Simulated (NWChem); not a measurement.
C₂H₃ClF₂; SMILES CC(F)(F)Cl

Results from NWChem. Pople sets run with spherical d functions. B3LYP is NWChem's, with the RPA form of VWN correlation. Each level has its own optimisation; frequencies are unscaled.

```
level                                 r C–C (Å)  r C–F (Å)  r C–Cl (Å)  highest harmonic frequency (cm⁻¹)  lowest (cm⁻¹)  zero-point energy (kcal/mol)  dipole (D)
------------------------------------  ---------  ---------  ----------  ---------------------------------  -------------  ----------------------------  ----------
Hartree-Fock/STO-3G                       1.557      1.365       1.856                               3778            194                          37.1        2.55
Hartree-Fock/3-21G                        1.493      1.352       1.877                               3346            267                          34.1        3.05
Hartree-Fock/6-31G*                       1.504      1.328       1.774                               3338            272                          34.4        2.29
B3LYP/6-31G*                              1.509      1.350       1.815                               3182            260                          32.0        2.18
LDA (Slater exchange, VWN5)/def2-SVP      1.491      1.336       1.787                               3121            255                          31.0        1.96
PBE/def2-SVP                              1.510      1.355       1.813                               3123            251                          30.9        2.00
BLYP/def2-SVP                             1.519      1.362       1.833                               3092            250                          30.6        1.98
PBE0/def2-SVP                             1.501      1.339       1.787                               3214            259                          32.1        2.10
```
